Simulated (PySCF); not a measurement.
# Ionisation energy of Sm⁴³⁺ by level of theory

Sm⁴³⁺ [Ar] 3d1 [3d3/2^1, M_J = 3/2] → Sm⁴⁴⁺ [Ar], as a difference of total energies. All numbers are calculated (PySCF 2.14, the two-component X2C-1e Hamiltonian, in an even-tempered Gaussian basis (16 s from 9.8 bohr⁻², ratio 2.8; 12 p from 13 bohr⁻², ratio 2.8; 8 d from 13 bohr⁻², ratio 2.8; 3 f from 39 bohr⁻², ratio 3)). Correlated levels: [Ne] frozen; the 74 highest virtual spinors dropped. "Screened" scales the spin-orbit matrix elements by Boettger's factors to mimic the two-electron term; Breit and QED terms are absent.

```json
{"method": "GHF (spin-free)", "ionisation energy (eV)": "3344.8"}
{"method": "GMP2 (spin-free)", "ionisation energy (eV)": "3344.3"}
{"method": "GHF (screened spin-orbit)", "ionisation energy (eV)": "3364.6"}
{"method": "GMP2 (screened spin-orbit)", "ionisation energy (eV)": "3364.2"}
```

Breit and QED terms and the two-electron picture change are absent.

The spin-free rows lack the spin-orbit shift.

For comparison: 3363 ± 4 eV (theoretical estimate listed by NIST; NIST Atomic Spectra Database, ionization energies).
